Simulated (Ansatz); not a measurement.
Compare A (`O[SiH](O)[CH2][GeH3]`) with its isomer B (`CO[SiH2][O][GeH3]`).

Computed with Ansatz on PBE0-D4/def2-TZVP structures; ΔE is electronic, products minus reactants. CBS: MP2 limit from def2 TZ/QZ plus the TZ coupled-cluster correction, frozen cores. DFT in def2-TZVPP. B3LYP here is the variant with VWN-RPA as its local correlation; programs differ in this. For Ge outer-core shells are correlated without core-valence functions, which leaves a few kJ/mol of doubt a bond. Scalar relativity is left out up to krypton. One conformer a species, not always the lowest.

(1) Which is lower in electronic energy at CCSD(T)/CBS, and by how much? (Best estimate.)

(2) Give E(B) − E(A) in kJ/mol with CCSD/def2-TZVPP, r2SCAN-D4, PBE0-D4, MP2/def2-TZVPP, B2PLYP, B3LYP, CCSD(T)/def2-TZVPP. (Estimate.)

Largest T1 diagnostic: 0.012.

Results:

(1) Computed: A, by 70.3 kJ/mol.

(2) Computed: CCSD/def2-TZVPP 61.0, r2SCAN-D4 66.7, PBE0-D4 71.1, MP2/def2-TZVPP 71.8, B2PLYP 56.4, B3LYP 51.4, CCSD(T)/def2-TZVPP 64.4. None reverses the order clearly.

In def2-TZVPP, CCSD(T) changes the Hartree–Fock value by +36.9 kJ/mol (the triples alone add +3.3 kJ/mol) and MP2 by +44.4 kJ/mol.
